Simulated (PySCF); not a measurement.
**Electron correlation in Yb⁵⁵⁺ (ytterbium, charge +55)**

Starting occupation: [Ne] 3s2 3p3, 3p1/2 with m_j = -1/2, +1/2, 3p3/2 with m_j = +3/2. Calculation: PySCF 2.14, in an even-tempered Gaussian basis (18 s from 16 bohr⁻², ratio 2.4; 14 p from 21 bohr⁻², ratio 2.4; 4 d from 72 bohr⁻², ratio 2.6; 4 f from 110 bohr⁻², ratio 2.6); X2C-1e with screened-nucleus spin-orbit coupling, Gaussian nucleus. Frozen: 1s2; 13 electrons correlated; the 54 highest virtual spinors left out.

MP2 pair energies summed by pair of shells (mhartree):

```tsv
pair	energy	share (%)
2p3/2-2p3/2	-93.17	16.0
2p1/2-2p3/2	-90.06	15.5
3p1/2-3s1/2	-43.39	7.5
2p3/2-2s1/2	-41.59	7.2
2p3/2-3p1/2	-39.41	6.8
3s1/2-3s1/2	-33.14	5.7
3p1/2-3p1/2	-32.53	5.6
2p3/2-3s1/2	-31.28	5.4
3p3/2-3s1/2	-29.81	5.1
3p1/2-3p3/2	-22.76	3.9
2p1/2-2p1/2	-21.42	3.7
2p1/2-2s1/2	-20.19	3.5
2p3/2-3p3/2	-16.33	2.8
2p1/2-3p1/2	-13.58	2.3
2p1/2-3s1/2	-11.71	2.0
2s1/2-2s1/2	-11.50	2.0
2s1/2-3p1/2	-10.19	1.8
2s1/2-3s1/2	-8.16	1.4
2p1/2-3p3/2	-6.90	1.2
2s1/2-3p3/2	-4.23	0.7
```

Total MP2 correlation energy: -581.34 mhartree.

At this charge the one-electron X2C treatment keeps the bare 1/r₁₂, with no two-electron picture change or Breit term. The effect here is smaller than on the frozen 1s shell.
